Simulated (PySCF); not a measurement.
Unknowns

[PySCF 2.14.0 with density-fitted response routines: shieldings: GIAO PBE0/pcSseg-1; geometry from GFN2-xTB; no relativistic terms; one computed conformer; no solvent; averaged over atoms made equivalent by symmetry, fast rotation or ring inversion]

Shifts are taken against calculated references (same method and geometry level): ¹H, ¹³C vs TMS. Splittings of carbon signals by F and P are missing where no couplings were computed. Where no couplings were computed, multiplicities follow the n + 1 count of equivalent neighbours, and m marks all less simple cases (inequivalent or close neighbours, rings, F or P nearby). Shifts are as computed. Against solution values, carbons near 30 ppm lie about +3 ppm off and those near 130 ppm about +5 ppm; carbons on Cl a further +6 ppm. Of 1211 compounds with measured shifts, 218 miss one by over three times the rms of a fit or turn the order of signals round; such compounds aren't used in these exercises. Carbons bonded to Cl come out too deshielded.

Q: C6H14NP. ¹H NMR (500 MHz, computed): δ 10.99 (m, 1H), 2.74 (m, 2H), 2.71 (m, 2H), 2.28 (s, 6H), 1.47 (t, 3H). ¹³C{¹H} NMR (computed): δ 217.5 (CH), 61.3 (CH2), 48.0 (CH3), 35.7 (CH2), 15.8 (CH3). Give a structure.

A: SMILES CC/C=P/CN(C)C. 5 carbon signals for 6 carbons: some carbons are equivalent by symmetry or fast rotation. Carbon types of the structure: 1 × CH, 2 × CH2, 3 × CH3, which accounts for all hydrogens. δC 217.5: carbon double-bonded to a heavier main-group atom. δC 61.3: sp3 CH2 bonded to N and P; deshielded by the electronegative neighbour. δC 48.0: methyl carbon bonded to N; deshielded by the electronegative neighbour. δH 10.99: hydrogen on a carbon double-bonded to a heavier main-group atom.

The shifts were computed for this structure.

Q: C5H3Cl2O2P. ¹H NMR (500 MHz, computed): δ 2.50 (s, 3H). ¹³C{¹H} NMR (computed): δ 192.9 (C), 187.4 (C), 163.1 (C), 157.3 (C), 30.5 (CH3). Give a structure.

A: `CC(=O)c1oc(Cl)pc1Cl`. 5 carbon signals for 5 carbons: no two carbons are equivalent. Carbon types of the structure: 4 × C, 1 × CH3, which accounts for all hydrogens. δC 192.9, 163.1: aromatic carbon bearing chlorine. δC 187.4: ketone carbonyl carbon; the double bond to the heteroatom, with no lone-pair donor beside it, deshields it most. δC 157.3: substituted aromatic carbon next to the ring oxygen. δC 30.5: methyl carbon α to a carbonyl; α to the electron-withdrawing carbonyl group.

The data come from this structure; uniqueness wasn't tested.
